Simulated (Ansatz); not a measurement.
A saddle search, step by step

BSiH5Cl2O, singlet, HF/def2-TZVP (Ansatz 0.2.0). Settings; a guess of the unstable mode was typed too, and convergence needs a confirmed negative curvature besides the force tolerance:

```yaml
hamiltonian: {xc: hf}
saddle:
  f_tol: 0.05
  max_steps: 40
```

Start:

```
10
angstrom
B -0.9837 0.0695 -0.5747
O -0.2122 -1.0682 -0.2466
Cl -0.7723 0.6906 -2.2442
Cl -2.6860 -0.1521 -0.0244
Si 0.8601 0.2182 0.7618
H -0.4579 0.9417 0.2035
H 2.0505 -0.1783 0.0038
H 1.1950 1.7087 1.2750
H 0.4330 -0.6368 2.0099
H 0.2420 -1.4988 -1.0459
```

```json
{"step": "1", "energy less the last (meV)": "535.3", "largest force component (eV/Å)": "2.985"}
{"step": "2", "energy less the last (meV)": "109.6", "largest force component (eV/Å)": "2.032"}
{"step": "3", "energy less the last (meV)": "20.0", "largest force component (eV/Å)": "0.582"}
{"step": "4", "energy less the last (meV)": "7.5", "largest force component (eV/Å)": "0.253"}
{"step": "5", "energy less the last (meV)": "2.5", "largest force component (eV/Å)": "0.163"}
{"step": "6", "energy less the last (meV)": "0.8", "largest force component (eV/Å)": "0.061"}
{"step": "7", "energy less the last (meV)": "0.3", "largest force component (eV/Å)": "0.034"}
{"step": "8", "energy less the last (meV)": "0.0", "largest force component (eV/Å)": "0.006"}
```

Step 3, positions (Å) and forces (eV/Å):

```csv
atom,x,y,z,Fx,Fy,Fz
B1,-1.011,0.049,-0.598,-0.374,-0.033,-0.063
O2,-0.160,-1.079,-0.296,-0.065,-0.117,0.092
Cl3,-0.777,0.703,-2.270,0.012,0.060,-0.183
Cl4,-2.719,-0.125,-0.034,-0.021,0.018,-0.006
Si5,0.850,0.213,0.809,0.504,0.217,0.582
H6,-0.482,0.946,0.209,-0.090,0.100,-0.003
H7,2.038,-0.154,0.032,0.017,-0.024,-0.003
H8,1.187,1.593,1.280,-0.074,-0.172,-0.057
H9,0.520,-0.543,2.027,0.022,0.061,-0.220
H10,0.223,-1.509,-1.041,0.069,-0.110,-0.140
```

Step 6, positions (Å) and forces (eV/Å):

```json
{"atom": "B1", "x": "-1.033", "y": "0.056", "z": "-0.602", "Fx": "0.021", "Fy": "0.007", "Fz": "0.052"}
{"atom": "O2", "x": "-0.158", "y": "-1.065", "z": "-0.295", "Fx": "0.014", "Fy": "0.038", "Fz": "-0.032"}
{"atom": "Cl3", "x": "-0.797", "y": "0.708", "z": "-2.287", "Fx": "0.006", "Fy": "-0.012", "Fz": "0.016"}
{"atom": "Cl4", "x": "-2.743", "y": "-0.140", "z": "-0.056", "Fx": "-0.018", "Fy": "-0.005", "Fz": "-0.003"}
{"atom": "Si5", "x": "0.885", "y": "0.217", "z": "0.828", "Fx": "-0.036", "Fy": "0.012", "Fz": "0.006"}
{"atom": "H6", "x": "-0.504", "y": "0.949", "z": "0.217", "Fx": "0.019", "Fy": "0.024", "Fz": "0.003"}
{"atom": "H7", "x": "2.077", "y": "-0.176", "z": "0.066", "Fx": "-0.019", "Fy": "-0.007", "Fz": "0.000"}
{"atom": "H8", "x": "1.196", "y": "1.598", "z": "1.268", "Fx": "-0.008", "Fy": "-0.016", "Fz": "0.005"}
{"atom": "H9", "x": "0.537", "y": "-0.546", "z": "2.024", "Fx": "0.009", "Fy": "0.021", "Fz": "-0.022"}
{"atom": "H10", "x": "0.209", "y": "-1.507", "z": "-1.044", "Fx": "0.011", "Fy": "-0.061", "Fz": "-0.026"}
```

Step 7, positions (Å) and forces (eV/Å):

| atom | x | y | z | Fx | Fy | Fz |
| --- | --- | --- | --- | --- | --- | --- |
| B1 | -1.032 | 0.057 | -0.599 | 0.031 | -0.012 | -0.009 |
| O2 | -0.156 | -1.064 | -0.299 | 0.000 | 0.034 | 0.019 |
| Cl3 | -0.797 | 0.709 | -2.285 | -0.002 | 0.008 | -0.002 |
| Cl4 | -2.743 | -0.142 | -0.056 | -0.002 | -0.001 | 0.007 |
| Si5 | 0.885 | 0.218 | 0.828 | -0.026 | 0.006 | -0.011 |
| H6 | -0.503 | 0.954 | 0.217 | 0.006 | -0.028 | 0.001 |
| H7 | 2.075 | -0.178 | 0.066 | 0.002 | 0.006 | 0.006 |
| H8 | 1.194 | 1.599 | 1.268 | 0.005 | -0.008 | 0.006 |
| H9 | 0.536 | -0.544 | 2.024 | 0.002 | 0.008 | -0.011 |
| H10 | 0.209 | -1.513 | -1.046 | -0.014 | -0.012 | -0.005 |

Last step (8):

```
10
angstrom
B -1.0303 0.0585 -0.6002
O -0.1527 -1.0604 -0.2994
Cl -0.7966 0.7151 -2.2839
Cl -2.7416 -0.1450 -0.0583
Si 0.8859 0.2184 0.8265
H -0.5035 0.9510 0.2183
H 2.0789 -0.1743 0.0683
H 1.1927 1.5992 1.2688
H 0.5369 -0.5427 2.0213
H 0.1987 -1.5252 -1.0432
```

Time: 86 s of wall clock on 8 CPU threads of an Intel Xeon 6975P-C; the host was shared. Peak host memory: 0.68 GiB.
